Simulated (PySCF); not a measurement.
H$_{4}$AlFN$_{2}$, SMILES `[NH2][Al]([NH2])[F]` (H–N–Al–F torsion 180°, F–Al–N–H torsion 0°), neutral singlet in the gas phase. 

Cartesian coordinates (Å):
```xyz
8

N     -1.5576    -0.2233     0.0834
Al     0.0183     0.5399    -0.0382
N      1.5378    -0.3387    -0.0442
F      0.0759     2.1852    -0.1527
H     -1.7256    -1.2122     0.1573
H     -2.4272     0.2828     0.0876
H      2.4390     0.1033    -0.1138
H      1.6395    -1.3371     0.0206
```
Charge 0, multiplicity 1.

All levels are single points at this geometry (CAM-B3LYP-D3(BJ)/def2-TZVP); Pople sets use spherical d functions. Orbital energies aren't observables, and empty levels follow the basis.

SVWN5/6-31G* in PySCF gives dipole (D) = 2.47.

Estimate the dipole (D) from each of these levels: CAM-B3LYP-D3(BJ)/def2-TZVP in PySCF; TPSSh-D3(BJ)/def2-TZVP in PySCF; B3LYP/6-31G* in PySCF; BP86/6-31G* in PySCF; HF/STO-3G in PySCF.


```tsv
level	dipole (D)
CAM-B3LYP-D3(BJ)/def2-TZVP in PySCF	2.40
TPSSh-D3(BJ)/def2-TZVP in PySCF	2.35
B3LYP/6-31G* in PySCF	2.40
BP86/6-31G* in PySCF	2.37
HF/STO-3G in PySCF	1.27
```
